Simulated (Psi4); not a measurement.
hydrogen selenide (H2Se), singlet, at a GFN2-xTB geometry; R2SCAN/cc-pVTZ in Psi4.

Psi4 was given this input:
```
memory 2 GB

molecule {
0 1
  Se   -0.00212195    0.05573074   -0.00140146
  H    -0.99156528   -0.98670710    0.01758038
  H     1.06371165   -0.90813823    0.03006913
}

set basis cc-pvtz

energy('r2scan')
print_variables()
```

Task: What does Psi4 print? Leave out banner, timings and long lists.

Result: 
```
   => Loading Basis Set <=

    Name: CC-PVTZ
    Role: ORBITAL
    Keyword: BASIS

         ---------------------------------------------------------
                                   SCF
               by Justin Turney, Rob Parrish, Andy Simmonett
                          and Daniel G. A. Smith
                              RKS Reference
         ---------------------------------------------------------

  ==> Geometry <==

    Molecular point group: cs
    Full point group: Cs

    Geometry (in Angstrom), charge = 0, multiplicity = 1:

       Center              X                  Y                   Z               Mass
    ------------   -----------------  -----------------  -----------------  -----------------
         SE           0.024686827305     0.000939678815     0.000000000000    79.916521800000
         H           -1.017900647029     0.990407425716     0.000000000000     1.007825032230
         H           -0.939666697876    -1.064920223200     0.000000000000     1.007825032230

  Running in cs symmetry.

  Rotational constants: A =      8.50279  B =      7.90770  C =      4.09723 [cm^-1]
  Rotational constants: A = 254907.11500  B = 237067.02269  C = 122831.80392 [MHz]
  Nuclear repulsion =   25.291911235842985

  Charge       = 0
  Multiplicity = 1
  Electrons    = 36
  Nalpha       = 18
  Nbeta        = 18

  ==> Algorithm <==

  SCF Algorithm Type is DF.
  DIIS enabled.
  MOM disabled.
  Fractional occupation disabled.
  Guess Type is SAD.
  Energy threshold   = 1.00e-06
  Density threshold  = 1.00e-06
  Integral threshold = 1.00e-12

  ==> Primary Basis <==

  Basis Set: CC-PVTZ
    Blend: CC-PVTZ
    Number of shells: 27
    Number of basis functions: 71
    Number of Cartesian functions: 79
    Spherical Harmonics?: true
    Max angular momentum: 3

  ==> DFT Potential <==

   => LibXC <=

    Version 7.1.2
    S. Lehtola, C. Steigemann, M. J. T. Oliveira, and M. A. L. Marques,  SoftwareX 7, 1–5 (2018) (10.1016/j.softx.2017.11.002)

   => Composite Functional: R2SCAN <=

    r2SCAN Meta-GGA XC Functional  (0.1021/acs.jpclett.0c02405)
    J. W. Furness, A. D. Kaplan, J. Ning, J. P. Perdew, J. Sun  J. Phys. Chem. Lett.  11, 8208–8215, 2020

    Deriv               =              1
    GGA                 =           TRUE
    Meta                =           TRUE

    Exchange Hybrid     =          FALSE
    MP2 Hybrid          =          FALSE

   => Exchange Functionals <=

    1.0000   XC_MGGA_X_R2SCAN

   => Correlation Functionals <=

    1.0000   XC_MGGA_C_R2SCAN

   => LibXC Density Thresholds  <==

    XC_MGGA_C_R2SCAN:  1.00E-15
    XC_MGGA_X_R2SCAN:  1.00E-11

   => Molecular Quadrature <=

    Radial Scheme          =       TREUTLER
    Pruning Scheme         =           NONE
    Nuclear Scheme         =       TREUTLER

    Blocking Scheme        =         OCTREE
    BS radius alpha        =              1
    Pruning alpha          =              1
    Radial Points          =             75
    Spherical Points       =            302
    Total Points           =          65121
    Total Blocks           =            547
    Max Points             =            255
    Max Functions          =             71
    Weights Tolerance      =       1.00E-15

   => Loading Basis Set <=

    Name: (CC-PVTZ AUX)
    Role: JKFIT
    Keyword: DF_BASIS_SCF

  ==> Integral Setup <==

  SCF_SUBTYPE=INCORE selected. In-core MEM_DF algorithm will be used.
  Using in-core AOs.

  ==> MemDFJK: Density-Fitted J/K Matrices <==

    J tasked:                   Yes
    K tasked:                    No
    wK tasked:                   No
    Algorithm:                 Core
    Schwarz Cutoff:           1E-12
    Mask sparsity (%):       0.0000
    Fitting Condition:        1E-10

   => Auxiliary Basis Set <=

  Basis Set: (CC-PVTZ AUX)
    Blend: CC-PVTZ-JKFIT
    Number of shells: 71
    Number of basis functions: 267
    Number of Cartesian functions: 339
    Spherical Harmonics?: true
    Max angular momentum: 4

  Minimum eigenvalue in the overlap matrix is 2.7180568890E-03.
  Reciprocal condition number of the overlap matrix is 5.9484414854E-04.
    Using symmetric orthogonalization.

  ==> Pre-Iterations <==

  SCF Guess: Superposition of Atomic Densities via on-the-fly atomic UHF (no occupation information).

   -------------------------
    Irrep   Nso     Nmo
   -------------------------
     A'        49      49
     A"        22      22
   -------------------------
    Total      71      71
   -------------------------

  ==> Iterations <==

                           Total Energy        Delta E     RMS |[F,P]|

   @DF-RKS iter SAD: -2400.41870088150972   -2.40042e+03   0.00000e+00
   @DF-RKS iter   1: -2402.11518286609044   -1.69648e+00   3.23802e-02 DIIS/ADIIS
   @DF-RKS iter   2: -2401.95318366347283    1.61999e-01   3.81289e-02 DIIS/ADIIS
   @DF-RKS iter   3: -2402.77712684163680   -8.23943e-01   1.22738e-03 DIIS/ADIIS
   @DF-RKS iter   4: -2402.77669786569641    4.28976e-04   1.10134e-03 DIIS/ADIIS
   @DF-RKS iter   5: -2402.77924278740329   -2.54492e-03   3.37939e-05 DIIS
   @DF-RKS iter   6: -2402.77924466484228   -1.87744e-06   9.80035e-06 DIIS
   @DF-RKS iter   7: -2402.77924482864501   -1.63803e-07   4.93069e-07 DIIS
  Energy and wave function converged.

  ==> Post-Iterations <==

   Electrons on quadrature grid:
      Ntotal   =   35.9999949184 ; deviation = -5.082e-06

    Orbital Energies [Eh]
    ---------------------

    Doubly Occupied:

[...]
    Virtual:

[...]
    Final Occupation by Irrep:
             Ap   App
    DOCC [    13,    5 ]
    NA   [    13,    5 ]
    NB   [    13,    5 ]

  @DF-RKS Final Energy: -2402.77924482864501

   => Energetics <=

    Nuclear Repulsion Energy =             25.2919112358429850
    One-Electron Energy =               -3395.0810317634213789
    Two-Electron Energy =                1054.8816626628952235
    DFT Exchange-Correlation Energy =     -87.8717869639615543
    Empirical Dispersion Energy =           0.0000000000000000
    VV10 Nonlocal Energy =                  0.0000000000000000
    Total Energy =                      -2402.7792448286450053

Computation Completed

Properties will be evaluated at   0.000000,   0.000000,   0.000000 [a0]

Properties computed using the SCF density matrix

 Multipole Moments:

 ------------------------------------------------------------------------------------
     Multipole            Electronic (a.u.)      Nuclear  (a.u.)        Total (a.u.)
 ------------------------------------------------------------------------------------

 L = 1.  Multiply by 2.5417464519 to convert [e a0] to [Debye]
 Dipole X            :          1.7814570           -2.1131205           -0.3316636
 Dipole Y            :          0.0678093           -0.0804338           -0.0126244
 Dipole Z            :          0.0000000            0.0000000            0.0000000
 Magnitude           :                                                    0.3319037

 ------------------------------------------------------------------------------------

  Variable Map:
  ----------------------------------------------------------------------------
[...]
  Array Variable Map:
  ----------------------------------------------------------------------------
[...]
[...]
```
